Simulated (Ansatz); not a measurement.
`CC(C)C#N` + `CO[SiH](F)OC` → `CO[Si](F)(C#N)OC` + `CCC`  (formal exchange of groups at a C–C bond)

Gas-phase electronic energies from Ansatz, PBE0-D4/def2-TZVP geometries. CCSD(T)/CBS adds triple-zeta CCSD(T) − MP2 to the extrapolated MP2 energy (def2 sets, frozen cores). Functionals use def2-TZVPP. B3LYP here is the variant with VWN-RPA as its local correlation; programs differ in this. One conformer a species, not always the lowest.

`CC(C)C#N`:

```xyz
12

C     0.628    0.923   -0.768
C    -0.043   -0.359   -0.278
C     0.127   -0.561    1.227
C    -1.460   -0.358   -0.633
N    -2.578   -0.344   -0.903
H     0.509    1.048   -1.845
H     0.196    1.796   -0.273
H     1.694    0.889   -0.538
H     0.404   -1.212   -0.801
H    -0.346   -1.486    1.560
H    -0.319    0.269    1.779
H     1.189   -0.607    1.472
```

`CO[SiH](F)OC`:

```xyz
13

C     0.990    2.046   -0.144
O     0.173    0.964    0.248
Si   -0.680    0.006   -0.747
F     0.292   -0.455   -1.927
O    -1.227   -1.259    0.090
C    -0.478   -2.079    0.964
H     0.393    2.860   -0.568
H     1.737    1.734   -0.881
H     1.506    2.420    0.741
H    -1.833    0.672   -1.370
H     0.215   -2.714    0.404
H    -1.176   -2.717    1.507
H     0.088   -1.479    1.681
```

`CO[Si](F)(C#N)OC`:

Cartesian coordinates in Å:
```
C 1.333 -1.769 1.016
O 1.266 -1.238 -0.296
Si 0.433 0.042 -0.772
F 0.606 0.178 -2.332
C 1.127 1.594 -0.047
N 1.521 2.550 0.459
O -1.106 -0.067 -0.326
C -2.111 0.927 -0.426
H 1.813 -1.062 1.698
H 1.930 -2.680 0.974
H 0.335 -2.011 1.389
H -1.752 1.891 -0.054
H -2.437 1.039 -1.462
H -2.957 0.607 0.181
```

`CCC`:

Z-matrix (Å, degrees):
```
C
C 1 1.519
H 1 1.094 2 111.1
H 1 1.094 2 111.1 3 119.5
H 1 1.093 2 111.7 3 -120.3
C 2 1.519 1 112.7 3 -59.7
H 2 1.095 1 109.5 3 178.2
H 2 1.095 1 109.5 3 62.4
H 6 1.094 2 111.0 1 59.7
H 6 1.093 2 111.7 1 -180.0
H 6 1.094 2 111.1 1 -59.7
```

**Question.** Is it downhill or uphill in electronic energy at CCSD(T)/CBS, and by how much? (Estimate.)

**Answer.** Computed: Downhill: ΔE = -0.46 eV.

**Question.** What do these levels give: r2SCAN-D4, PBE0-D4, ωB97X-V, ωB97M-V, B2PLYP, B3LYP, MP2/def2-TZVPP, SCS-MP2/def2-TZVPP, CCSD/def2-TZVPP, CCSD(T)/def2-TZVPP, HF/CBS(def2), CCSD/CBS(def2)? (Estimate.)

**Answer.** Ansatz gave: r2SCAN-D4 -0.45, PBE0-D4 -0.41, ωB97X-V -0.41, ωB97M-V -0.45, B2PLYP -0.45, B3LYP -0.43, MP2/def2-TZVPP -0.45, SCS-MP2/def2-TZVPP -0.45, CCSD/def2-TZVPP -0.46, CCSD(T)/def2-TZVPP -0.46, HF/CBS(def2) -0.44, CCSD/CBS(def2) -0.46 eV.

Largest T1 diagnostic among the species: 0.012.
